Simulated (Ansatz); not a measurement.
FGeH$_{6}$NO$_{2}$Si (`[OH][GeH2][NH][SiH](O)F`), relaxed with RKS PBE0-D4/def2-TZVP in Ansatz 0.2.0 from a GFN2-xTB geometry. The force threshold is 0.005 eV/Å; the program also tests the step.

Charge 0, multiplicity 1.

Start:

```xyz
12

O    -1.955   -0.198   -1.318
Ge   -0.322   -0.758   -1.392
N     0.787    0.450   -0.589
Si    0.879    0.585    1.105
O    -0.428   -0.268    1.550
F     0.674    2.105    1.598
H    -2.249    0.090   -0.456
H    -0.016   -0.782   -2.856
H    -0.190   -2.078   -0.692
H     1.403    1.012   -1.148
H     2.106    0.136    1.732
H    -0.688   -0.295    2.467
```

Q: By how much does the energy fall, and how many steps does the optimiser take? (An estimate is asked.)

A: Computed: 3.53 kcal/mol, in 14 steps, 1 of them rejected.

Q: Which bonds change most? (An estimate is asked.)

A: Computed: O1–Ge2 from 1.728 to 1.774 Å; Ge2–H9 from 1.499 to 1.536 Å; Ge2–H8 from 1.495 to 1.531 Å; Si4–H11 from 1.449 to 1.478 Å.

Q: Give the relaxed structure. (Best estimate.)

A: Ansatz gave: 
```xyz
12

O    -1.977   -0.195   -1.257
Ge   -0.304   -0.756   -1.443
N     0.861    0.375   -0.566
Si    0.836    0.623    1.105
O    -0.583   -0.044    1.593
F     0.892    2.183    1.429
H    -2.187   -0.098   -0.323
H    -0.004   -0.684   -2.942
H    -0.149   -2.157   -0.832
H     1.315    1.064   -1.146
H     1.949    0.038    1.882
H    -0.650   -0.349    2.499
```
